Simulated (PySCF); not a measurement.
A mixed set of molecules. Level of theory: TDDFT B3LYP/def2-SVPD, vertical, gas phase, core orbitals frozen in the response in PySCF 2.14.0, density-fitted response routines. Geometries: GFN2-xTB; one conformer of each isolated species. Triplets are in the Tamm–Dancoff approximation. 'Strongest' means the level of largest summed f among the lowest 8 singlets; it needn't be the same kind of state in each.

Task: Rank by computed lowest singlet excitation energy, lowest first.
A. `O=C(C=C=C)C` (C5H6O)
B. `N#CC(C#N)C(F)(F)F` (C4HF3N2)
C. `C#P` (CHP)
D. `O=C(CCCl)[SiH2]CCl` (C4H8Cl2OSi)
E. `CCCSCC` (C5H12S)

Result: D (3.53 eV), A (3.80 eV), C (4.50 eV), E (5.38 eV), B (7.58 eV).

```
            SMILES  S1 (eV)  gap (eV)  f (strongest)  f (S1)  HOMO (eV)  α (au)          S1 mainly
O=C(CCCl)[SiH2]CCl     3.53      5.20           0.01   0.001      -7.02   106.7          H→L (98%)
       C=C=CC(C)=O     3.80      5.32           0.48   0.000      -7.10    67.3          H→L (98%)
               C#P     4.50      6.26           0.50   0.000      -7.79    33.7  H-1/H→L/L+1 (99%)
            CCCSCC     5.38      6.37           0.03   0.005      -6.01    84.8        H→L+1 (60%)
 N#CC(C#N)C(F)(F)F     7.58      9.13           0.01   0.004     -10.54    55.2          H→L (65%)
```

H and L stand for HOMO and LUMO. A slash joins orbitals within 0.01 eV of each other, whose weights are summed (≥ marks a lower bound).

- `O=C(CCCl)[SiH2]CCl`: Löwdin shares by element: HOMO oxygen 47%, carbon 27% or more, silicon 11%; LUMO carbon 45% or more, oxygen 33%, silicon 10%.
- `C=C=CC(C)=O`: Löwdin shares by element: HOMO oxygen 57%, carbon 28% or more (atoms not listed hold the other 15%); LUMO carbon 57% or more, oxygen 23% (atoms not listed hold the other 20%).
- `C#P`: Löwdin shares by element: HOMO (one of a set within 0.03 eV) carbon 49%, phosphorus 44%, hydrogen 6%; LUMO (one of a set within 0.03 eV) phosphorus 55%, carbon 40%, hydrogen 4%.
- `CCCSCC`: Löwdin shares by element: HOMO sulfur 69%, carbon 16% or more (atoms not listed hold the other 15%); LUMO carbon 31% or more, sulfur 16% (atoms not listed hold the other 53%).
- `N#CC(C#N)C(F)(F)F`: Löwdin shares by element: HOMO nitrogen 46%, carbon 34% or more (atoms not listed hold the other 20%); LUMO nitrogen 40%, carbon 34% or more (atoms not listed hold the other 26%).
